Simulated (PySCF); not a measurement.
**S³⁺ (sulfur, charge +3) across methods**

[Ne] 3s2 3p1, 2P determinant. All numbers are calculated (PySCF 2.14, scalar relativity by spin-free X2C-1e, in ANO-RCC-VTZP (5s4p2d1f, 34 functions)).

```tsv
method	E (hartree)	mean ε 3s α (eV)	mean ε 3s β (eV)	mean ε 3p α (eV)	Σ⟨r²⟩ (bohr²)	⟨S²⟩
MN15	-396.7098	-54.980	-53.324	-43.500	10.49	0.753
wB97M-V	-396.6847	-57.019	-55.488	-44.653	10.54	0.752
r2SCAN	-396.6478	-53.140	-51.545	-41.596	10.54	0.757
LDA	-395.2804	-52.784	-51.497	-40.893	10.50	0.751
UHF	-396.16389	-59.488	-55.991	-47.046	10.62	0.761
PBE0	-396.5494	-54.644	-52.822	-42.741	10.51	0.754
PBE	-396.5195	-52.726	-51.341	-41.072	10.50	0.753
wB97X	-396.6939	-57.321	-55.518	-45.226	10.47	0.753
TPSSh	-396.7004	-53.764	-51.957	-42.063	10.51	0.755
```
